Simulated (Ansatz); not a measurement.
Species: CH4GeO, charge 0, singlet. CH4GeO (SMILES [OH][Ge][CH3]).
B3LYP-D3(BJ)/def2-TZVP minimum from Ansatz (a quantum-chemistry and plane-wave program):
```
C
H 1 1.0904
H 1 1.0935 2 109.38
H 1 1.0935 2 109.38 3 117.45
Ge 1 1.9993 2 112.40 4 121.27
O 5 1.8120 1 93.56 2 -180.00
H 6 0.9634 5 112.04 1 -180.00
```

Quantity: atomisation energy (electronic, to ground-state atoms), in kcal/mol. UHF or UKS for unpaired electrons; spin-orbit terms are left out. Cores are frozen in correlated methods (noble-gas shells, and filled d and f shells in the p block). No relativity. CBS(X,Y): correlation extrapolated as X^-3, Hartree-Fock from the larger set. A bracket is a step between two methods taken in the basis named. Double hybrids freeze cores in their MP2 part. Where a partner has so few electrons that a lower coupled-cluster level is exact, that level stands in.

CCSD(T)/CBS(cc-pVTZ,cc-pVQZ) + [CCSDT(Q) - CCSD(T)]/cc-pVDZ (Ansatz) gives 586.9 kcal/mol.

Q: How far off this value is PBE/def2-TZVPD (Ansatz), in which direction, and how far these levels: r2SCAN/def2-TZVPD, B3LYP/def2-TZVPD, PBE0/def2-TZVPD, wB97M-V/def2-TZVPD, B2PLYP/def2-TZVPD, CCSD(T)/CBS(cc-pVTZ,cc-pVQZ)?

A: PBE gives 593.9 kcal/mol, 7.0 kcal/mol above it. Differences of the others: r2SCAN/def2-TZVPD (Ansatz) -1.4; B3LYP/def2-TZVPD (Ansatz) -5.9; PBE0/def2-TZVPD (Ansatz) -7.2; wB97M-V/def2-TZVPD (Ansatz) -1.4; B2PLYP/def2-TZVPD (Ansatz) -8.9; CCSD(T)/CBS(cc-pVTZ,cc-pVQZ) (Ansatz) -0.9 kcal/mol.
